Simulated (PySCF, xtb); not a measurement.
C2H5I, SMILES ICC (connectivity only; charge and spin as stated), charge +1, multiplicity 2.

Geometry: B3LYP-D3(BJ)/def2-SVP. The multiplicity is an assumed one; other spin states were not compared. The def2 effective core potentials stand for the cores of I; spin–orbit coupling is left out.

The numbers are results of PySCF 2.14.0 with IEF-PCM-M06-2X/def2-SVP, not measurements.

The values are the electrostatic part of the solvation free energy, E(continuum) − E(gas) at the gas-phase geometry, in a cavity of scaled van der Waals radii (PySCF's table); cavitation and dispersion terms are not included.

| solvent | ε | ΔG(elec) (kcal/mol) |
|---|---|---|
| water | 78.36 | -59.9 |
| chloroform | 4.71 | -47.6 |
| 1-octanol | 9.86 | -54.4 |

For comparison, GFN2-xTB/ALPB(water) (xtb, at the GFN2-xTB geometry, all terms of that model) gives -55.8 kcal/mol.
